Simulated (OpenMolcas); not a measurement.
## Mo4+: effect of the metal basis

Mo4+ with 6 ligands (ammonia) in octahedral coordination (S6) at 2.07 Å.

```json
{
 "Program": "OpenMolcas",
 "Method": "SS-CASPT2, IPEA 0.25 Eh, imaginary shift 0.1 Eh (closed shells correlated: 4s 4p and the ligand valence shells)",
 "Spin-orbit coupling": "state interaction with AMFI integrals over the reference wave functions"
}
```

Fixed: ligand basis ANO-RCC-VDZP, active space 2 electrons in 5 orbitals (4d), DKH2 Hamiltonian.

Energies in cm-1 above the lowest state or level, χT in cm3 K/mol.

| Run | Metal basis | Ground state | First state of that spin | First gap with spin-orbit (degeneracies) | χT at 300 K | First state of another spin | Cost |
| --- | --- | --- | --- | --- | --- | --- | --- |
| A | ANO-RCC-VDZP | 2S+1 = 3 | 410 | 150 (2, 2) | 0.459 | 2S+1 = 1: 7470 | roughly 4 core-minutes |
| B | ANO-RCC-VTZP | 2S+1 = 3 | 400 | 150 (2, 2) | 0.460 | 2S+1 = 1: 6890 | roughly 5 core-minutes |

Costs are those of the CASPT2 steps.

Roots that are degenerate in the reference are averaged as groups; the widest CASPT2 spread within a group is 120 cm-1 (the 2-fold group of multiplicity 3 near 47500 cm-1 above the lowest state of its run, B). Shifts and gaps below about the spread of the groups concerned are not significant. Over all roots computed the reference weight is 0.69 to 0.70 in A, 0.68 to 0.69 in B; a low but even weight reflects the number of correlated electrons. An orbital doublet at a regular site is open to a Jahn-Teller distortion, which this geometry leaves out. Ligand-to-metal charge-transfer states are missing. With no ligand orbital active B as a rule stays too high, so bands that hang on it stand too high and its fall with covalency is understated. With one d shell and no ligand orbital active, 10Dq can be off by a tenth or more. The least metal-like active orbital is 69 % on the metal (Löwdin) and no ligand orbital is active, so the numbers are rough (holds for A). The least metal-like active orbital is 70 % on the metal (Löwdin) and no ligand orbital is active, so the numbers are rough (holds for B). No measured value stands beside these numbers; the geometry was imposed, not optimised, and the real ion may take another.

A state without a sure symmetry label is named by its multiplicity alone.
